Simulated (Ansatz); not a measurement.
**Ligand exchange: C2H5BrMg + C5H11N → C2H7MgN + C5H9Br**

Gas-phase species: C2H5BrMg `C[CH2][Mg][Br]`, singlet; C5H11N (cyclopentylamine) `NC1CCCC1`, singlet; C2H7MgN `C[CH2][Mg][NH2]`, singlet; C5H9Br (bromocyclopentane) `BrC1CCCC1`, singlet. The partners trade Br for NH2: Mg–Br and C–NH2 bonds give way to Mg–NH2 and C–Br.

Shapes, held fixed at every level: PBE0-D4/def2-TZVP. Flexible molecules stand in one conformer, not always the lowest. Programs: Ansatz 0.2.0. Electronic energies: no zero-point or thermal term.

```json
{"level": "HF/def2-SVP", "kind": "Hartree–Fock", "ΔE (kJ/mol)": "+176.7", "less CCSD(T)/def2-TZVPP": "+46.1"}
{"level": "r2SCAN-D4/def2-TZVPP", "kind": "meta-GGA", "ΔE (kJ/mol)": "+138.1", "less CCSD(T)/def2-TZVPP": "+7.5"}
{"level": "B3LYP-D4/def2-TZVPP", "kind": "global hybrid", "ΔE (kJ/mol)": "+133.0", "less CCSD(T)/def2-TZVPP": "+2.4"}
{"level": "BHLYP-D4/def2-TZVPP", "kind": "global hybrid", "ΔE (kJ/mol)": "+145.3", "less CCSD(T)/def2-TZVPP": "+14.7"}
{"level": "PBE0-D4/def2-TZVPP", "kind": "global hybrid", "ΔE (kJ/mol)": "+141.5", "less CCSD(T)/def2-TZVPP": "+10.9"}
{"level": "wB97M-V/def2-TZVPP", "kind": "range-separated hybrid", "ΔE (kJ/mol)": "+137.3", "less CCSD(T)/def2-TZVPP": "+6.7"}
{"level": "wB97X-V/def2-TZVPP", "kind": "range-separated hybrid", "ΔE (kJ/mol)": "+140.1", "less CCSD(T)/def2-TZVPP": "+9.5"}
{"level": "CCSD(T)/def2-TZVPP", "kind": "coupled cluster or CI", "ΔE (kJ/mol)": "+130.6", "less CCSD(T)/def2-TZVPP": "0.0"}
```

The highest level, CCSD(T)/def2-TZVPP, gives ΔE = +130.6 kJ/mol; the levels span +130.6 to +176.7. The column of differences is taken from that level and isn't an error. No measured value is set beside it here. Relativity is left out for Br. Outer-core shells of Br, Mg are correlated, in sets that cover them unevenly.
